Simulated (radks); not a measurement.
Values are calculated unless marked as measured or tabulated.
Problem. These are the eigenvalues of the occupied orbitals of an atom or ion with whole-number occupations (eV). Level of theory: Dirac Kohn-Sham, PBE, spin-unpolarised, spherical densities, point nucleus (a radial shooting solver on a logarithmic mesh with Libxc functionals).

| orbital | eigenvalue |
|---|---|
| 1s1/2 | -63426.87 |
| 2s1/2 | -15008.12 |
| 2p1/2 | -14719.08 |
| 2p3/2 | -13721.83 |

Which element is it, and in what charge state? The configuration may be excited. Open shells, if any, are shared by 2j + 1.

Solution. Z = 68, erbium, charge +61: Er61+ in [He] 2s2 2p3. The list shows which subshells hold electrons but not how many an open one holds; the 1s level, -2330.9 hartree, gives Z - s = 68.3 by -(Z - s)^2/2, which with screening and relativity narrows Z to a few neighbours, and the depths of the outer levels then fix element, charge and occupations together.
